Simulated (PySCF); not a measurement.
C₆H₅NO₂: full NMR table

```yaml
Formula: C6H5NO2
SMILES: O=C(O)c1ccncc1
Point_group_of_the_computed_structure: Cs
Degrees_of_unsaturation: 5
Carbon_signals: 4
Proton_signals: 3
```

Structure with atom numbers: `[O:1]=[C:2]([OH:3])[c:4]1[cH:5][cH:6][n:7][cH:8][cH:9]1`. Each H is labelled by its parent atom.

Method: structure optimised with GFN2-xTB, GIAO PBE0/pcSseg-1 shieldings, in PySCF (relativity neglected, in vacuum, one computed conformer, fast rotation and ring inversion assumed for equivalent nuclei).

Scale: $^{1}$H (σ = 31.72 ppm) and $^{13}$C (σ = 186.93 ppm) vs TMS; $^{15}$N (σ = 267.73 ppm) against NH3; H2O for $^{17}$O (σ = 336.08 ppm) (reference shieldings calculated alike).

| carbon | δC, type | δH (multiplicity) | HMBC from (2–3 bonds) | span of the C tensor (ppm) |
| --- | --- | --- | --- | --- |
| C2 | 170.9, C | – | H(C5)/H(C9) | 159 |
| C4 | 140.1, C | – | H(C6)/H(C8), H(C5)/H(C9) | 224 |
| C5/C9 | 129.1, CH | 8.18 (d) | H(C6)/H(C8), H(C5)/H(C9) | 229 |
| C6/C8 | 156.8, CH | 9.25 (d) | H(C6)/H(C8), H(C5)/H(C9) | 228 |

Other nuclei:
```csv
atoms,nucleus,environment,δ (ppm),σ (ppm)
H(O3),$^{1}$H,hydrogen on an acid hydroxyl oxygen,6.59,25.13
N7,$^{15}$N,pyridine-type ring nitrogen,380.1,-112.4
O1,$^{17}$O,carbonyl oxygen,426.4,-90.3
O3,$^{17}$O,acid hydroxyl oxygen,201.1,135.0
```

Carbon types of the structure: 2 × C, 4 × CH, leaving 1 H on heteroatoms. δC 170.9: carboxylic acid carbon; it is a carbonyl in resonance with an O or N lone pair, the region of acids, esters and amides. δC 156.8: aromatic CH next to a ring nitrogen; the adjacent pyridine-type nitrogen withdraws density from it. δC 140.1: substituted aromatic carbon. δC 129.1: aromatic CH; the aromatic region. δH 9.25: hydrogen on an aromatic CH next to a ring nitrogen; ring current plus the neighbouring ring nitrogen.

Exchangeable OH/NH protons stand at their gas-phase positions; hydrogen bonding in a real sample shifts them, mostly to higher δ. Shifts are as computed. Against solution values, carbons near 30 ppm lie about +3 ppm off and those near 130 ppm about +5 ppm. Of 1211 compounds with measured shifts, 218 miss one by over three times the rms of a fit or turn the order of signals round; such compounds aren't used in these exercises. In solution the two oxygens of a carboxylic acid exchange roles by proton transfer and give one 17O line. Hydrogen bonding in solution shields acid and N–H amide carbonyl oxygens by tens of ppm. The C=O carbon of an acid or of an amide with N–H lies up to 10 ppm further downfield in solution, through hydrogen bonding that the calculation lacks. Unscaled 17O shifts of doubly bonded oxygen tend to come out too high, by tens of ppm or more. Experimental scales use liquid or dissolved standards, which lie at an offset from isolated NH3 (liquid NH3: subtract about 20 ppm) and H2O (liquid H2O: subtract about 36 ppm). Unscaled 15N shifts of sp2 nitrogen come out 20 to 40 ppm too high even then. No couplings were computed; multiplicities are counted from neighbouring protons, with m where these are inequivalent, close in shift, in a saturated or five-membered ring or joined by F or P, and br s for small geminal =CH2 splittings.
